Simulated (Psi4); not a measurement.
C2H5O (SMILES CC[O]), doublet, geometry from GFN2-xTB. Base run: B3LYP/6-31G (Psi4).

Input for Psi4:
```
memory 2 GB

molecule mol {
0 2
C     1.047024   -0.592239   -0.007778
C    -0.033474    0.487246   -0.001258
O    -1.283881    0.104237    0.011538
H     0.146305    1.197116    0.849888
H     0.130490    1.191616   -0.860131
H     2.036772   -0.143996   -0.018373
H     0.946215   -1.221511    0.873826
H     0.929965   -1.227162   -0.883301
}

set {
  basis 6-31g
  reference uks
}

energy('b3lyp')
print_variables()
```

Each row names what was changed in the base input (with any setting that the change needs).

| change | ΔE vs base (µEh) | SCF cycles | grid points | basis functions |
|---|---|---|---|---|
| base | 0.0 | 9 | 172019 | 37 |
| ints_tolerance = 1e-8 | 0.0 | 9 | 172019 | 37 |
| damping_percentage = 50 | 4.0 | 55 | 172019 | 37 |
| scf_type = disk_df | 0.0 | 9 | 172019 | 37 |
| e_convergence = 1e-8 | 0.0 | 10 | 172019 | 37 |
| puream = true | -61.9 | 9 | 172019 | 37 |
| diis_max_vecs = 3 | 0.0 | 10 | 172019 | 37 |
| scf_type = direct | 16.7 | 11 | 172019 | 37 |
| scf_type = dfdirj+link | -32.7 | 9 | 172019 | 37 |
| puream = false | 0.0 | 9 | 172019 | 37 |
| scf_initial_accelerator = ediis | 0.0 | 9 | 172019 | 37 |
| guess = core | 0.0 | 13 | 172019 | 37 |
| dft_radial_scheme = multiexp | 1.1 | 9 | 180092 | 37 |

Open shells are given as the SCF converged; they aren't shown to be the lowest states, and a large step between rows can be another state.
